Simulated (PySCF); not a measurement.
# Solvent effects on NMR parameters

Bonds (- single, = double, # triple, : aromatic): C1-O2 1.398 Å, O2-Si3 1.665 Å, Si3-N4 1.723 Å, N4-Si5 1.744 Å. C1 carries H6, H7, H8; Si3 carries H9, H10; N4 carries H11; Si5 carries H12, H13, H14.

GIAO PBE0/pcSseg-1 in PySCF 2.14.0 with density-fitted response routines on one PBE0-D3(BJ)/def2-SVP conformer, non-relativistic, equivalent nuclei averaged. Solvents enter as an IEF-PCM continuum (cyclohexane with ε = 2.0, acetone with ε = 20.5) around the gas-phase geometry. Shifts are referred to TMS computed in the same medium.

Gas phase, δ in ppm: C1 49.9, Si3 -23.8, Si5 -49.2, H12/H13/H14 4.70, H9/H10 4.69, H6/H7/H8 3.54, H11 0.45. Dipole moment 0.96 D.

**Question.** How does each δ change in the continuum?

**Answer.** 
```json
{"atoms": "C1", "environment": "methyl carbon bonded to O", "Δδ, cyclohexane": "+0.4", "Δδ, acetone": "+1.0"}
{"atoms": "Si3", "environment": "silicon bonded to N, O, 2 H", "Δδ, cyclohexane": "0.0", "Δδ, acetone": "+0.2"}
{"atoms": "Si5", "environment": "silicon bonded to N, 3 H", "Δδ, cyclohexane": "-0.1", "Δδ, acetone": "-0.3"}
{"atoms": "H12/H13/H14", "environment": "hydrogen on a silicon bonded to N", "Δδ, cyclohexane": "-0.03", "Δδ, acetone": "-0.07"}
{"atoms": "H9/H10", "environment": "hydrogen on a silicon bonded to N, O", "Δδ, cyclohexane": "-0.02", "Δδ, acetone": "-0.05"}
{"atoms": "H6/H7/H8", "environment": "hydrogen on a methyl carbon bonded to O", "Δδ, cyclohexane": "+0.04", "Δδ, acetone": "+0.10"}
{"atoms": "H11", "environment": "hydrogen on a nitrogen bonded to 2 Si", "Δδ, cyclohexane": "+0.28", "Δδ, acetone": "+0.70"}
```

Changes are relative to the gas phase. The dipole moment becomes 1.05 D in cyclohexane, 1.21 D in acetone.

**Question.** Which of the listed nuclei move most (in ppm), and what does the model miss? (N and O are left out, as their reference compounds move with the solvent too.)

**Answer.** C1 (methyl carbon bonded to O, +1.0 ppm) in acetone. A continuum only polarises the solute; specific hydrogen bonds, the anisotropy of aromatic solvents and changes of geometry or conformer are outside it.
